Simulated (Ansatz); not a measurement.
```xyz
34

C     2.537    2.402   -0.240
C     1.624    2.004   -1.405
C     0.301    1.463   -0.889
C     0.495    0.132   -0.150
C    -0.674   -0.186    0.797
C    -0.638   -1.627    1.318
C    -0.991   -2.655    0.249
C    -2.342   -2.359   -0.386
C    -2.401   -0.932   -0.913
C    -2.054    0.067    0.183
C     1.845    0.138    0.598
C     2.260    1.545    0.998
H     2.392    3.458    0.005
H     3.585    2.297   -0.539
H     1.463    2.857   -2.070
H     2.107    1.231   -2.014
H    -0.409    1.336   -1.710
H    -0.147    2.203   -0.212
H     0.544   -0.652   -0.913
H    -0.569    0.488    1.659
H    -1.360   -1.713    2.139
H     0.339   -1.862    1.750
H    -0.220   -2.663   -0.529
H    -0.990   -3.657    0.688
H    -3.129   -2.492    0.367
H    -2.553   -3.074   -1.187
H    -3.396   -0.716   -1.313
H    -1.703   -0.823   -1.751
H    -2.129    1.090   -0.194
H    -2.803   -0.018    0.981
H     2.627   -0.293   -0.037
H     1.791   -0.504    1.481
H     3.140    1.518    1.647
H     1.460    1.997    1.595
```

Charge 0, multiplicity 1.

List the ωB97M-V/def2-TZVPP orbital energies in eV (the Gaussian-basis code of Ansatz). (Estimate.)

Computed: Occupied: -281.21, -281.20, -281.05, -281.05, -281.05, -281.04, -281.04, -281.04, -281.03, -281.01, -281.00, -280.98, -26.46, -25.69, -24.00, -23.49, -23.18, -22.60, -20.05, -20.00, -19.39, -19.13, -17.73, -17.01, -16.39, -16.00, -15.71, -14.93, -14.70, -14.43, -13.97, -13.44, -13.11, -13.01, -12.90, -12.67, -12.37, -12.33, -12.19, -11.82, -11.56, -11.14, -10.84, -10.67, -10.42, -10.19, -10.12. Lowest empty: 2.41, 2.65, 2.90, 3.26, 3.54, 3.68, 3.78, 3.92.
